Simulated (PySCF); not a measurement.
octasulfur (S₈), singlet, geometry from GFN2-xTB. Base run: PBE/STO-3G run with PySCF.

Here is a job for PySCF.
```python
from pyscf import gto, scf, dft

mol = gto.Mole()
mol.atom = '''
    S     1.75411790   -1.78962887    0.07332880
    S     1.52958456   -0.06385551    1.13564303
    S     1.91565693    1.61650911    0.04727578
    S     0.12771566    2.07563782   -0.95606029
    S    -1.36295301    1.78306853    0.41879447
    S    -2.36887737    0.11051203   -0.23977795
    S    -1.52527058   -1.63948521    0.44497305
    S    -0.06997411   -2.09275791   -0.92417688
'''
mol.basis = 'sto-3g'
mol.verbose = 3
mol.build()

mf = dft.RKS(mol)
mf.xc = 'pbe'
mf.kernel()
mf.analyze()
```

Each row names what was changed in the base input (with any setting that the change needs).

```csv
change,E (Eh),HOMO (eV),HOMO-LUMO gap (eV),dipole (D),core-seconds (rough)
base,-3148.85155,-1.51,3.23,0.09,9
"functional = pw91,pw91",-3150.04748,-1.59,3.23,0.09,10
functional = mn15,-3142.20359,-3.99,6.93,0.10,10
functional = camb3lyp,-3150.16600,-4.37,8.16,0.10,20
functional = hse06,-3149.40977,-2.60,4.82,0.09,40
functional = tpssh,-3150.46923,-2.29,4.38,0.08,10
functional = revpbe,-3149.70938,-1.51,3.27,0.09,9
functional = blyp; dispersion = d3bjm,-3150.04433,-1.32,3.25,0.09,9
functional = lc_wpbe,-3149.21960,-6.03,10.71,0.12,30
functional = r2scan,-3150.19294,-1.81,3.67,0.09,10
functional = m062x,-3150.40648,-4.24,7.85,0.10,10
functional = tpss,-3150.45618,-1.71,3.46,0.09,10
functional = blyp; dispersion = d3bj,-3150.03568,-1.32,3.25,0.09,8
```

Totals shift with the method and basis; they matter in differences.
